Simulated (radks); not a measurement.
Values are calculated unless marked as measured or tabulated.
Question: Radial electron density D(r) = 4 pi r^2 rho(r) of an atom or ion with 15 electrons. Level of theory: non-relativistic Kohn-Sham, exchange-only PBE, spin-polarised, spherical densities, point nucleus (a radial shooting solver on a logarithmic mesh with Libxc functionals).

r (bohr)  D(r) (e/bohr)    spin D(r)
0.00696           1.319  -0.00000481
0.009063          2.091     0.000115
0.0118            3.247     0.000519
0.01537           4.912      0.00173
0.02001           7.179      0.00510
0.02627           10.13       0.0145
0.0342            13.35       0.0378
0.04453           16.32       0.0940
0.05799           18.15        0.222
0.07551           17.97        0.491
0.09911           15.58         1.03
0.1291            12.42         1.92
0.168             10.75         3.18
0.2188            11.88         4.52
0.2872            14.29         5.27
0.374             14.21         4.72
0.487             10.29         3.10
0.6341            5.535         1.74
0.8257            3.712         1.74
1.084             4.363         2.52
1.411             4.072         2.42
1.838             2.251         1.37
2.393            0.8845        0.626
3.116            0.6366        0.600
4.09             0.6273        0.625
5.325            0.3364        0.336
6.934           0.08780       0.0878
9.029          0.009982      0.00998
11.76         0.0003750     0.000375

What is the nuclear charge?

Answer: Z = 16. The innermost maximum, from 1s, lies near 1/Z = 0.0625 bohr (found: 0.0649), and its height grows with Z. The density is that of the sulfur ion S+ in [He] 2s2 2p4 3s2 3p3 4p2; the configuration itself is not fixed sharply by these data, and Z only to about a unit. D(r) has 4 maxima, at r = 0.0649, 0.326, 1.19, 3.63 bohr, and minima at 0.172, 0.832, 2.97 bohr, inside which lie 2.21, 8.28, 13.27 electrons.
